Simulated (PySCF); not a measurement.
C4F6, SMILES FC1(C(=C(F)C1(F)F)F)F. Heavy atoms are numbered as in [F:1][C:2]1=[C:3]([F:4])[C:5]([F:6])([F:7])[C:8]1([F:9])[F:10].

Geometry: PBE0-D3(BJ)/def2-SVP.

Level of theory: HF/def2-SVP (PySCF).

ESP charges are fitted to the potential on shells at 1.4 to 2.0 van der Waals radii. Atomic charges (e), one atom of each kind:

| atom | Löwdin | ESP fit | Mulliken | IAO |
|---|---|---|---|---|
| F1 | -0.06 | -0.09 | -0.26 | -0.26 |
| C2 | 0.08 | 0.05 | 0.28 | 0.27 |
| C5 | 0.21 | 0.60 | 0.58 | 0.62 |
| F6 | -0.11 | -0.28 | -0.30 | -0.32 |

Computed Mayer and Wiberg (Löwdin basis) orders of the bonds:
```
bond    Mayer  Wiberg
------  -----  ------
F1–C2    1.04    1.32
C2–C3    1.81    1.77
C3–F4    1.04    1.32
C3–C5    1.01    1.03
C5–F6    0.93    1.25
C5–F7    0.93    1.25
C2–C8    1.01    1.03
C5–C8    0.91    0.94
C8–F9    0.93    1.25
C8–F10   0.93    1.25
```
